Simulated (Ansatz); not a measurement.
An input meant for Al₇P₈H₂₂, a nanocrystal cut from wurtzite AlP (hydrogen-capped) (charge 0, doublet).

```yaml
crystal:
  periodic: [false, false, false]
  atoms:
    - {symbol: Al, position_ang: [1.178680, -4.188169, -1.023926]}
    - {symbol: P, position_ang: [0.287955, -4.050469, 1.248969]}
    - {symbol: P, position_ang: [0.467717, -1.996530, -1.829281]}
    - {symbol: Al, position_ang: [-1.495862, -0.864158, -1.053251]}
    - {symbol: Al, position_ang: [0.683038, -1.926827, 2.302182]}
    - {symbol: P, position_ang: [-1.076658, -0.621073, 1.327541]}
    - {symbol: P, position_ang: [-1.493277, 1.401703, -1.831706]}
    - {symbol: Al, position_ang: [-3.038559, 3.112605, -1.030304]}
    - {symbol: Al, position_ang: [-1.332277, 1.556117, 2.300000]}
    - {symbol: P, position_ang: [-3.367769, 2.272490, 1.242267]}
    - {symbol: Al, position_ang: [2.593716, -1.027853, -1.403430]}
    - {symbol: P, position_ang: [2.608119, -1.140872, 1.034601]}
    - {symbol: P, position_ang: [2.350093, 1.356141, -1.815293]}
    - {symbol: Al, position_ang: [0.407314, 2.759436, -1.403868]}
    - {symbol: P, position_ang: [0.312851, 2.829562, 1.034004]}
    - {symbol: H, position_ang: [0.641885, -5.433250, -1.852240]}
    - {symbol: H, position_ang: [2.722918, -3.873835, -0.645695]}
    - {symbol: H, position_ang: [-1.100633, -4.345686, 1.411273]}
    - {symbol: H, position_ang: [0.850919, -5.084378, 2.059176]}
    - {symbol: H, position_ang: [0.363961, -2.098807, -3.253553]}
    - {symbol: H, position_ang: [-2.855991, -1.648882, -1.317261]}
    - {symbol: H, position_ang: [0.876155, -1.836581, 3.876623]}
    - {symbol: H, position_ang: [-2.213175, -1.278459, 1.908975]}
    - {symbol: H, position_ang: [-1.631658, 1.361184, -3.256133]}
    - {symbol: H, position_ang: [-4.383875, 3.268232, -1.861174]}
    - {symbol: H, position_ang: [-1.996093, 4.293867, -0.650852]}
    - {symbol: H, position_ang: [-1.160530, 1.680135, 3.874626]}
    - {symbol: H, position_ang: [-4.316359, 1.215970, 1.402610]}
    - {symbol: H, position_ang: [-3.985021, 3.276012, 2.051160]}
    - {symbol: H, position_ang: [3.902000, -1.584944, -2.107540]}
    - {symbol: H, position_ang: [3.766848, -1.862805, 1.453855]}
    - {symbol: H, position_ang: [2.949434, 0.139911, 1.576517]}
    - {symbol: H, position_ang: [2.496512, 1.440953, -3.237176]}
    - {symbol: H, position_ang: [3.550156, 2.048639, -1.453870]}
    - {symbol: H, position_ang: [0.579307, 4.171013, -2.107873]}
    - {symbol: H, position_ang: [1.591702, 2.485100, 1.578398]}
    - {symbol: H, position_ang: [0.266490, 4.194527, 1.451658]}
basis:
  gaussian: {orbitals: def2-mTZVPP, fitting: {mean_field: def2-universal-jkfit}, final_grid: {core_spheres: 5, valence_spheres: 4, degree: 11}}
magnetization: {spin_polarized: true, initial_magnetization: 1}
hamiltonian: {xc: {name: HF}, dispersion: d2}
scf: {omitted_lower_state_checks: [starts]}
output: {forces: true}
```

```sh
$ ansatz run in.yaml --threads 2 --pin off --events-out ev --progress --plain --max-ram 22528MiB --backend cuda --devices 0, --max-vram 18GiB
```

Shortened log:

```
Error: YAML parse error: error: line 44 column 43: hamiltonian.dispersion: `d2` is not `none`, `rvv10`, `d3bj`, `d3bjatm`, `d4` or a map `{method: …, s8: …, a1: …, a2_bohr: …}` (numbers without units, a2 in bohr) or `{method: …, functional: …}`
42 |   gaussian: {orbitals: def2-mTZVPP, fitting: {mean_field: def2-universal-jkfit}, final_grid: {core_spheres:…
43 | magnetization: {spin_polarized: true, initial_magnetization: 1}
44 | hamiltonian: {xc: {name: HF}, dispersion: d2}
45 | scf: {omitted_lower_state_checks: [starts]}
46 | output: {forces: true}
```

In this input the program holds no damping parameters for this pairing of functional and dispersion term, so they'd have to be typed. The input was rejected before any iteration.
